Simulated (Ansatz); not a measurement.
## Molecular dynamics of CO$_{2}$

The input (input.yaml):

```yaml
crystal:
  lattice:
    - [8.706588, 0.0, 0.0]
    - [0.0, 8.706588, 0.0]
    - [0.0, 0.0, 8.706588]
  atoms:
    - { symbol: C, position: [0.08798071, 0.1661574, 0.51880592] }
    - { symbol: O, position: [-0.02714619, 0.20293138, 0.57762769] }
    - { symbol: O, position: [0.20232619, 0.13236414, 0.45602426] }
    - { symbol: C, position: [0.03579006, 0.31376944, 0.13045765] }
    - { symbol: O, position: [-0.02901054, 0.20209087, 0.16703193] }
    - { symbol: O, position: [0.10459034, 0.42518745, 0.10983889] }
    - { symbol: C, position: [0.59872834, 0.0418469, 0.08390468] }
    - { symbol: O, position: [0.61881253, 0.08817576, 0.20788932] }
    - { symbol: O, position: [0.58552362, -0.01461626, -0.03876939] }
    - { symbol: C, position: [0.99413699, 0.73367972, 0.70728778] }
    - { symbol: O, position: [0.97768705, 0.61646433, 0.7651433] }
    - { symbol: O, position: [1.00871795, 0.85256729, 0.65275219] }
    - { symbol: C, position: [0.27255689, 0.05555309, -0.10866721] }
    - { symbol: O, position: [0.24036738, 0.03547319, 0.01838795] }
    - { symbol: O, position: [0.30997894, 0.07282398, -0.23606467] }
    - { symbol: C, position: [0.67656092, 0.3264508, 0.76940895] }
    - { symbol: O, position: [0.72448044, 0.30742602, 0.89142233] }
    - { symbol: O, position: [0.62753606, 0.34756658, 0.64743259] }
    - { symbol: C, position: [0.53734329, 0.70931804, 0.53479467] }
    - { symbol: O, position: [0.61087062, 0.74514889, 0.43022206] }
    - { symbol: O, position: [0.45299334, 0.68029525, 0.63653465] }
    - { symbol: C, position: [0.99386143, 0.85304536, 0.15150396] }
    - { symbol: O, position: [1.00803122, 0.8430635, 0.28410449] }
    - { symbol: O, position: [0.97273263, 0.8478731, 0.02187748] }
    - { symbol: C, position: [0.41311948, 0.62044499, 0.98196932] }
    - { symbol: O, position: [0.49844966, 0.52813277, 1.02363695] }
    - { symbol: O, position: [0.31360936, 0.70028064, 0.93465905] }
    - { symbol: C, position: [0.22899819, 0.57108795, 0.40825987] }
    - { symbol: O, position: [0.29401368, 0.6363775, 0.30835245] }
    - { symbol: O, position: [0.15491228, 0.51521102, 0.50547606] }
basis:
  ecutwfc: 420.0
kpoints:
  mp_grid: { grid: [1, 1, 1] }
hamiltonian:
  xc: pbesol
scf:
  occupations: { method: fermi_dirac, width: 0.05 }
  lower_state_search: "off"
md:
  timestep: 1
  n_steps: 390
  ensemble: nve
  temperature: 250.0
  initial_velocities: maxwell_boltzmann
  seed: 546336
```

Command:

```bash
$ ansatz run input.yaml --threads 1 --pin off --max-ram 3072MiB --backend cpu --events-out ev --progress --plain --runs-dir out
```

It goes on from the last frame of an earlier run, with new velocities.

Output, in part (step lines):

```
md step     0: t =     0.00 fs  T =   250.0 K  F+E_penalty+E_count = -13671.48838057 eV  E_kin = 0.937135 eV  conserved = -13670.55124558 eV  (9 SCF iters)
md step     1: t =     1.00 fs  T =   247.4 K  F+E_penalty+E_count = -13671.47898323 eV  E_kin = 0.927421 eV  conserved = -13670.55156264 eV  (8 SCF iters)
md step     2: t =     2.00 fs  T =   245.5 K  F+E_penalty+E_count = -13671.47195438 eV  E_kin = 0.920110 eV  conserved = -13670.55184415 eV  (9 SCF iters)
md step     3: t =     3.00 fs  T =   243.0 K  F+E_penalty+E_count = -13671.46287436 eV  E_kin = 0.911015 eV  conserved = -13670.55185969 eV  (8 SCF iters)
md step     4: t =     4.00 fs  T =   240.0 K  F+E_penalty+E_count = -13671.45139914 eV  E_kin = 0.899794 eV  conserved = -13670.55160531 eV  (8 SCF iters)
md step     5: t =     5.00 fs  T =   237.4 K  F+E_penalty+E_count = -13671.44121802 eV  E_kin = 0.889873 eV  conserved = -13670.55134476 eV  (6 SCF iters)
md step     6: t =     6.00 fs  T =   236.0 K  F+E_penalty+E_count = -13671.43607127 eV  E_kin = 0.884685 eV  conserved = -13670.55138658 eV  (5 SCF iters)
md step     7: t =     7.00 fs  T =   235.7 K  F+E_penalty+E_count = -13671.43517087 eV  E_kin = 0.883392 eV  conserved = -13670.55177879 eV  (5 SCF iters)
[... lines left out ...]
md step   390: t =   390.00 fs  T =   278.5 K  F+E_penalty+E_count = -13671.59615373 eV  E_kin = 1.044111 eV  conserved = -13670.55204229 eV  (9 SCF iters)
```

The steps, from the saved trajectory:

| time (fs) | T (K) | potential energy less start (eV) | conserved less start (meV/atom) |
| --- | --- | --- | --- |
| 0.0 | 250 | 0.000 | 0.00 |
| 13.0 | 221 | 0.108 | 0.02 |
| 26.0 | 244 | 0.022 | 0.01 |
| 39.0 | 217 | 0.125 | 0.01 |
| 52.0 | 236 | 0.053 | 0.00 |
| 65.0 | 214 | 0.133 | -0.01 |
| 78.0 | 232 | 0.067 | -0.03 |
| 91.0 | 219 | 0.114 | -0.02 |
| 104.0 | 231 | 0.071 | -0.03 |
| 117.0 | 220 | 0.110 | -0.02 |
| 130.0 | 221 | 0.108 | -0.01 |
| 143.0 | 220 | 0.113 | -0.02 |
| 156.0 | 217 | 0.124 | -0.04 |
| 169.0 | 223 | 0.098 | -0.06 |
| 182.0 | 211 | 0.143 | -0.04 |
| 195.0 | 216 | 0.127 | -0.02 |
| 208.0 | 199 | 0.194 | 0.02 |
| 221.0 | 215 | 0.132 | 0.02 |
| 234.0 | 210 | 0.149 | 0.00 |
| 247.0 | 237 | 0.048 | -0.05 |
| 260.0 | 233 | 0.063 | -0.03 |
| 273.0 | 248 | 0.007 | 0.00 |
| 286.0 | 238 | 0.046 | 0.05 |
| 299.0 | 249 | 0.005 | 0.06 |
| 312.0 | 255 | -0.017 | 0.01 |
| 325.0 | 268 | -0.068 | -0.05 |
| 338.0 | 271 | -0.080 | -0.07 |
| 351.0 | 269 | -0.071 | -0.05 |
| 364.0 | 265 | -0.054 | 0.02 |
| 377.0 | 262 | -0.043 | 0.03 |
| 390.0 | 279 | -0.108 | -0.03 |

The run went to its last step. The conserved energy stayed within 0.12 meV per atom of its start (net change -0.027 meV per atom), so the integration is sound. A run of 0.39 ps of so small a system gives no equilibrium averages. Limits of this set-up: coarse k mesh.

Mean squared displacements from the first frame to the last, about the centre of mass: C 1.27 Å², O 2.00 Å².

Last frame:

```xyz
30
Lattice="8.7066 0.0000 0.0000 0.0000 8.7066 0.0000 0.0000 0.0000 8.7066" Properties=species:S:1:pos:R:3
C 1.204 0.507 3.969
O 1.103 0.914 5.029
O 1.409 0.054 2.920
C -0.466 3.265 1.193
O -1.428 2.820 1.636
O 0.486 3.739 0.697
C 4.280 0.925 2.174
O 4.044 1.685 3.017
O 4.458 0.201 1.272
C 7.716 6.023 6.785
O 6.893 5.554 7.472
O 8.577 6.397 6.077
C 3.177 1.377 -1.730
O 2.714 2.156 -1.011
O 3.676 0.610 -2.481
C 6.924 2.603 5.943
O 6.676 1.913 6.843
O 7.217 3.230 4.989
C 4.717 6.598 4.629
O 5.438 7.352 4.117
O 4.102 5.777 5.198
C 8.207 6.806 1.057
O 7.995 5.966 1.833
O 8.504 7.676 0.322
C 4.478 5.291 9.031
O 5.042 5.237 10.059
O 3.772 5.402 8.129
C 1.715 4.826 3.339
O 2.110 5.843 2.954
O 1.361 3.795 3.733
```

The run took 17 min on 1 thread of AMD EPYC 7B13 (Zen 3), on a shared host, peak memory 0.67 GiB.
